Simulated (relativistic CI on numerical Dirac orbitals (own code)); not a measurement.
Electric-dipole transitions in Mo²⁸⁺

Method of calculation: Dirac-Coulomb-Breit CI, KLI orbitals optimised for each configuration, model QED, unscaled Slater integrals (own radial code, finite nucleus).

Configurations in the expansion (outside the closed core [Ne]): 3s²3p², 3s3p³, 3s²3p3d, 3p⁴, 3s3p²3d, 3p³3d, 3s3p3d², 3s²3d4p, 3p³4s, 3s3p3d4s, 3p³4p, 3s²3p4s, 3s²3p4p, 3s²3p4d, 3p²3d4p, 3s3p²4s, 3s²3p4f, 3s3p²4p, 3s3p²4d, 3s3p²4f, 3s²3p5s, 3s²3p5p, 3s²4s4p, 3s²3p5d, 3s²3p5f, 3s²3p5g, 3s3p4s², 3s3p²5s, 3s²3d², 3s3d³, 3p²3d², 3p3d³, 3p3d²4s, 3p3d²4p, 3p3d²4d, 3s²3d4s, 3s3d²4s, 3s3p3d4p, 3s3d²4p, 3s3d4s4p, 3s3d4p², 3s3d4p4d, 3p²3d4s, 3p3d4s², 3p3d4s4p, 3p3d4s4d, 3s²4s², 3s3d4s², 3s²4p², 3s3p4s4p, 3s4s²4p, 3s4s4p², 3s4s4p4d. Double excitations out of closed p, d and f shells are left out; levels of such configurations are missing from the list, as are those of other unlisted configurations, and high levels can miss mixing partners. These lack a partner that the ground configuration has and come out too high: 3s3p²4d, 3s3p²4f, 3s3p²5s, 3s²3p4f, 3s²3p5s.

| λ vac (Å) | Lower | Upper | A (s⁻¹) | log gf | S velocity/length |
| --- | --- | --- | --- | --- | --- |
| 84.197 | 3s²3p² ³P0 [1] | 3s²3p3d ³D°1 [17] | 1.54e+11 | -0.31 | 1.01 |
| 85.326 | 3s3p³ ³D°3 [9] | 3s3p²3d ³F4 [72] | 1.46e+11 | 0.16 | 1.04 |
| 85.719 | 3s²3p² ³P1 [2] | 3s²3p3d ³D°2 [21] | 8.16e+10 | -0.35 | 1.02 |
| 87.140 | 3s3p³ ⁵S°2 [6] | 3s3p²3d ⁵P1 [47] | 1.58e+11 | -0.27 | 0.98 |
| 87.462 | 3s²3p² ³P1 [2] | 3s3p³ ¹P°1 [20] | 1.35e+11 | -0.33 | 0.98 |
| 87.558 | 3s3p²3d ⁵F3 [31] | 3s3p3d² ⁵F°3 [132] | 1.06e+11 | -0.07 | 0.98 |
| 87.636 | 3s²3p² ¹D2 [3] | 3s²3p3d ³D°3 [23] | 1.62e+11 | 0.12 | 1.03 |
| 87.836 | 3s3p³ ⁵S°2 [6] | 3s3p²3d ⁵P2 [46] | 1.42e+11 | -0.09 | 0.99 |
| 87.931 | 3s3p³ ⁵S°2 [6] | 3s3p²3d ⁵D3 [45] | 5.01e+10 | -0.39 | 1.01 |
| 88.458 | 3s²3p² ¹D2 [3] | 3s²3p3d ³D°2 [21] | 1.41e+11 | -0.08 | 1.00 |
| 88.908 | 3s²3p² ³P0 [1] | 3s3p³ ³S°1 [15] | 5.93e+10 | -0.68 | 1.00 |
| 89.759 | 3s3p³ ³S°1 [15] | 3s3p²3d ¹D2 [82] | 1.01e+11 | -0.22 | 1.00 |
| 90.264 | 3s3p³ ³D°3 [9] | 3s3p²3d ³D3 [65] | 9.39e+10 | -0.10 | 1.00 |
| 91.054 | 3s3p³ ⁵S°2 [6] | 3s3p²3d ⁵P3 [43] | 6.35e+10 | -0.26 | 1.00 |
| 92.939 | 3s3p²3d ⁵F5 [42] | 3s3p3d² ⁵F°5 [144] | 8.51e+10 | 0.08 | 0.98 |
| 93.075 | 3s²3p3d ³F°4 [19] | 3s²3d² ³F4 [88] | 7.72e+10 | -0.04 | 0.99 |
| 94.591 | 3s²3p² ³P2 [4] | 3s²3p3d ¹F°3 [26] | 1.41e+11 | 0.12 | 1.04 |
| 96.513 | 3s²3p3d ³P°2 [25] | 3s²3d² ³P2 [95] | 1.38e+11 | -0.02 | 0.89 |
| 96.547 | 3s²3p² ³P1 [2] | 3s²3p3d ³P°2 [18] | 6.31e+10 | -0.36 | 1.01 |
| 96.872 | 3s3p³ ¹P°1 [20] | 3s3p²3d ³P1 [87] | 1.46e+11 | -0.21 | 0.94 |
| 97.561 | 3s²3p² ¹S0 [5] | 3s²3p3d ¹P°1 [27] | 1.55e+11 | -0.18 | 0.98 |
| 99.125 | 3s²3p² ³P2 [4] | 3s²3p3d ³P°2 [25] | 1.55e+11 | 0.06 | 0.98 |
| 99.517 | 3s3p³ ¹P°1 [20] | 3s²3d² ³F2 [85] | 1.07e+11 | -0.10 | 0.99 |
| 99.796 | 3s3p³ ³P°1 [12] | 3s3p²3d ³D2 [63] | 8.84e+10 | -0.18 | 1.01 |
| 99.949 | 3s²3p3d ³D°3 [23] | 3s²3d² ³F4 [88] | 1.45e+11 | 0.29 | 1.00 |
| 100.04 | 3s²3p² ¹D2 [3] | 3s²3p3d ³P°2 [18] | 4.87e+10 | -0.44 | 0.96 |
| 100.86 | 3s²3p3d ³D°2 [21] | 3s²3d² ³F3 [86] | 1.49e+11 | 0.20 | 1.00 |
| 101.14 | 3s²3p² ³P2 [4] | 3s²3p3d ³P°1 [24] | 1.10e+11 | -0.30 | 0.94 |
| 101.24 | 3s²3p3d ¹F°3 [26] | 3s²3d² ³P2 [95] | 1.06e+11 | -0.09 | 0.73 |
| 101.49 | 3s²3p² ³P1 [2] | 3s3p³ ³P°2 [16] | 2.51e+10 | -0.71 | 0.99 |
| 104.09 | 3s²3p3d ³F°4 [19] | 3s3p²3d ³D3 [81] | 5.13e+10 | -0.23 | 0.84 |
| 104.67 | 3s²3p3d ³P°2 [25] | 3s3p²3d ¹F3 [90] | 9.78e+10 | 0.05 | 1.00 |
| 104.80 | 3s²3p3d ¹F°3 [26] | 3s²3d² ¹G4 [94] | 1.56e+11 | 0.37 | 0.98 |
| 106.12 | 3s²3p3d ³F°4 [19] | 3s3p²3d ³D3 [78] | 6.95e+10 | -0.09 | 0.86 |
| 106.68 | 3s²3p3d ¹P°1 [27] | 3s3p²3d ¹D2 [96] | 1.74e+11 | 0.17 | 0.98 |
| 107.44 | 3s²3p3d ³F°4 [19] | 3s3p²3d ³F4 [77] | 1.06e+11 | 0.22 | 0.96 |
| 107.76 | 3s²3p² ¹D2 [3] | 3s3p³ ³S°1 [15] | 1.06e+11 | -0.26 | 0.94 |
| 107.88 | 3s²3p² ¹D2 [3] | 3s²3p3d ³F°3 [14] | 1.78e+10 | -0.66 | 1.04 |
| 107.98 | 3s²3p3d ³F°3 [14] | 3s3p²3d ³D2 [69] | 5.88e+10 | -0.29 | 0.89 |
| 108.15 | 3s²3p3d ³F°3 [14] | 3s3p²3d ³F3 [68] | 5.46e+10 | -0.17 | 0.95 |
| 108.45 | 3s3p²3d ¹D2 [96] | 3s3p3d² ¹F°3 [225] | 1.85e+11 | 0.36 | 1.06 |
| 108.96 | 3s²3p3d ¹D°2 [10] | 3s3p²3d ³G3 [51] | 4.28e+10 | -0.27 | 0.99 |
| 110.25 | 3s²3p3d ¹F°3 [26] | 3s3p²3d ¹F3 [90] | 9.66e+10 | 0.09 | 0.96 |
| 121.42 | 3s²3p3d ³F°3 [14] | 3s3p²3d ³G4 [54] | 4.28e+10 | -0.07 | 1.00 |
| 132.17 | 3s²3p3d ³F°4 [19] | 3s3p²3d ³G5 [62] | 2.51e+10 | -0.14 | 1.00 |

Terms are leading LS components. Brackets give the number of a level in order of energy, since labels repeat. The list gives strong lines, with weight on those to low levels, among the lowest 400 of 2808 levels, so that lines to higher ones, which can be the strongest, are missing. Levels whose partners in the same complex of configurations lie outside the list can be far off, and so can their lines. Rates are taken at the computed energies, electric ones in the length gauge. A velocity-to-length ratio far from 1 marks an uncertain rate.

At this charge energies of transitions that change n are usually good to better than 1 %, and those within a shell (Δn = 0) to a few per cent.

LS names give the leading component of a level, which can be under half, so a name can repeat, a term be missing and a line seem to break the LS rules.
